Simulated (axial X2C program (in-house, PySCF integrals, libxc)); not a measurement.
## Outer orbitals of SeF at 1.742 Å, PBE0

Calculated with an in-house relativistic program for diatomic molecules. Spin-free means the one-electron spin-free X2C Hamiltonian; two-component (2c) means X2C with spin–orbit coupling and atomic mean-field two-electron Coulomb and Gaunt terms, so the difference of the two also holds small scalar two-electron terms. Basis: Se dyall-cv3z [8s9p6d4f1g], F dyall-av3z [7s6p3d2f] (cores contracted in-house); Gaussian nuclei, density fitting, unrestricted open shells. Masses: Se 79.917 u, F 18.998 u.

The distance is close to the 2c PBE0 minimum; the highest filled and lowest empty levels are listed.

Spin-free orbitals, state M_S = 1/2, Λ = 1 (beyond evenly filled blocks: π+α, π+β, π-α) (Löwdin shares):

| symmetry | occupied | ε (eV) | atomic character |
| --- | --- | --- | --- |
| σα | yes | -33.74 | 84% F s, 5% Se p, 4% Se d |
| σβ | yes | -33.54 | 84% F s, 6% Se p, 4% Se d |
| σα | yes | -20.36 | 65% Se s, 24% F p, 6% F s |
| σβ | yes | -19.41 | 61% Se s, 28% F p, 6% F s |
| σα | yes | -13.53 | 60% F p, 24% Se p, 12% Se s |
| σβ | yes | -13.25 | 57% F p, 24% Se p, 15% Se s |
| π+α | yes | -13.06 | 87% F p, 10% Se p |
| π-α | yes | -13.06 | 87% F p, 10% Se p |
| π+β | yes | -12.81 | 89% F p, 8% Se p |
| π-β | yes | -12.49 | 90% F p, 7% Se p, 2% Se d |
| π-α | yes | -7.90 | 83% Se p, 12% F p, 3% F d |
| π+α | yes | -7.90 | 83% Se p, 12% F p, 3% F d |
| π+β | yes | -6.96 | 85% Se p, 10% F p, 3% F d |
| π-β | no | -4.62 | 85% Se p, 10% F p, 3% F d |
| σα | no | -2.23 | 59% Se p, 15% F p, 14% Se d |
| σβ | no | -1.87 | 59% Se p, 14% F p, 14% Se d |
| σα | no | 2.22 | 42% F s, 21% F p, 18% Se s |

Spinors with spin–orbit coupling (state Ω = 3/2):

```json
{"ω": "1/2", "occupied": "yes", "ε (eV)": "-33.71", "atomic character": "84% F s, 5% Se p, 4% Se d", "λ mixture": "100% σ"}
{"ω": "-1/2", "occupied": "yes", "ε (eV)": "-33.51", "atomic character": "84% F s, 6% Se p, 4% Se d", "λ mixture": "100% σ"}
{"ω": "1/2", "occupied": "yes", "ε (eV)": "-20.33", "atomic character": "65% Se s, 24% F p, 6% F s", "λ mixture": "100% σ"}
{"ω": "-1/2", "occupied": "yes", "ε (eV)": "-19.39", "atomic character": "61% Se s, 28% F p, 6% F s", "λ mixture": "100% σ"}
{"ω": "1/2", "occupied": "yes", "ε (eV)": "-13.51", "atomic character": "60% F p, 24% Se p, 11% Se s", "λ mixture": "100% σ"}
{"ω": "-1/2", "occupied": "yes", "ε (eV)": "-13.22", "atomic character": "57% F p, 24% Se p, 15% Se s", "λ mixture": "98% σ, 2% π"}
{"ω": "-1/2", "occupied": "yes", "ε (eV)": "-13.05", "atomic character": "86% F p, 10% Se p", "λ mixture": "98% π, 2% σ"}
{"ω": "3/2", "occupied": "yes", "ε (eV)": "-13.00", "atomic character": "88% F p, 9% Se p", "λ mixture": "100% π"}
{"ω": "1/2", "occupied": "yes", "ε (eV)": "-12.80", "atomic character": "89% F p, 8% Se p", "λ mixture": "100% π"}
{"ω": "-3/2", "occupied": "yes", "ε (eV)": "-12.45", "atomic character": "90% F p, 7% Se p, 2% Se d", "λ mixture": "100% π"}
{"ω": "-1/2", "occupied": "yes", "ε (eV)": "-8.00", "atomic character": "82% Se p, 12% F p, 3% F d", "λ mixture": "100% π"}
{"ω": "3/2", "occupied": "yes", "ε (eV)": "-7.75", "atomic character": "83% Se p, 11% F p, 3% F d", "λ mixture": "100% π"}
{"ω": "1/2", "occupied": "yes", "ε (eV)": "-7.07", "atomic character": "84% Se p, 10% F p, 3% F d", "λ mixture": "100% π"}
{"ω": "-3/2", "occupied": "no", "ε (eV)": "-4.49", "atomic character": "85% Se p, 9% F p, 3% F d", "λ mixture": "100% π"}
{"ω": "1/2", "occupied": "no", "ε (eV)": "-2.21", "atomic character": "59% Se p, 15% F p, 14% Se d", "λ mixture": "100% σ"}
{"ω": "-1/2", "occupied": "no", "ε (eV)": "-1.84", "atomic character": "59% Se p, 14% F p, 14% Se d", "λ mixture": "100% σ"}
{"ω": "1/2", "occupied": "no", "ε (eV)": "2.23", "atomic character": "41% F s, 22% F p, 18% Se s", "λ mixture": "100% σ"}
```

(1) How does the gap between the highest filled and lowest empty level change from the spin-free to the 2c table?

Mulliken charges and populations of the two-component result (they depend on the basis, above all on diffuse functions):

Se 0.39 e (s 7.95 p 15.57 d 10.07 f 0.02), F -0.39 e (s 3.99 p 5.38 d 0.02). ⟨Lz⟩ = 1.00 ħ and ⟨Sz⟩ = 0.50 ħ (0.48 and 0.02 on the two atoms), which add up to Ω.

Occupations by symmetry block were frozen at the best pattern of an incomplete PBE0 search. Density functionals use the spin component along the axis (collinear). Without a current term, density functionals place determinants with orbital angular momentum somewhat too high.

## Answers

(1) From 2.34 to 2.58 eV at PBE0, a change of 0.24 eV.
